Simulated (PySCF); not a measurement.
**How methods differ on the excitation energy of Lu+**

Lu+ [Xe] 4f14 6s2 (1S) → Lu+ [Xe] 4f14 5d1 6s1 (3D), as a difference of total energies. Calculation: PySCF 2.14, in x2c-QZVPPall (16s10p9d6f2g, 151 functions); scalar relativity by spin-free X2C-1e. Correlated levels: valence: [Kr] 4d10 frozen; valence and next inner shell: [Ar] 3d10 frozen. The calculations carry no spin-orbit coupling.

```json
{"method": "UHF", "excitation energy (cm⁻¹)": "8369.1", "error (cm⁻¹)": "-4761"}
{"method": "LDA", "excitation energy (cm⁻¹)": "11941", "error (cm⁻¹)": "-1189"}
{"method": "PBE", "excitation energy (cm⁻¹)": "10667", "error (cm⁻¹)": "-2464"}
{"method": "PBE0", "excitation energy (cm⁻¹)": "9982.1", "error (cm⁻¹)": "-3149"}
{"method": "r2SCAN", "excitation energy (cm⁻¹)": "6518.2", "error (cm⁻¹)": "-6612"}
{"method": "MP2 (valence)", "excitation energy (cm⁻¹)": "12507", "error (cm⁻¹)": "-624"}
{"method": "SCS-MP2 (valence)", "excitation energy (cm⁻¹)": "14170", "error (cm⁻¹)": "+1039"}
{"method": "MP2 (valence and next inner shell)", "excitation energy (cm⁻¹)": "12892", "error (cm⁻¹)": "-239"}
{"method": "SCS-MP2 (valence and next inner shell)", "excitation energy (cm⁻¹)": "14489", "error (cm⁻¹)": "+1358"}
```

Reference: 13131 cm⁻¹ (measured; NIST levels, between the centres of gravity of the two terms).
